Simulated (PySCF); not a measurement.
Radial density of Nb (niobium, neutral)

UHF, [Kr] 4d3 5s1 5p1, one real determinant (an excited configuration). Calculation: PySCF 2.14, in aug-cc-pVTZ-DK (9s8p6d3f2g, 102 functions); the spin-free X2C one-electron Hamiltonian (Gaussian nucleus).

```
r (bohr)  4πr²ρ (e/bohr)  4πr²(ρα − ρβ)
  0.0320           49.69         0.0002
  0.0539           43.47        -0.0002
  0.0906           59.49         0.0285
   0.152           54.01         0.1436
   0.256           40.37         0.3286
   0.431           42.89         0.1219
   0.726           12.37         0.2500
    1.22           9.609         1.5385
    2.05           2.869         1.5332
    3.45          0.8672         0.8502
    5.81          0.2126         0.2126
    9.77        0.009028         0.0090
```

Densities and radii are taken from the X2C orbitals without a picture-change correction, which distorts them close to the nucleus.

⟨L²⟩ = 13.93 against 20 for a pure G term, so this real determinant mixes terms.
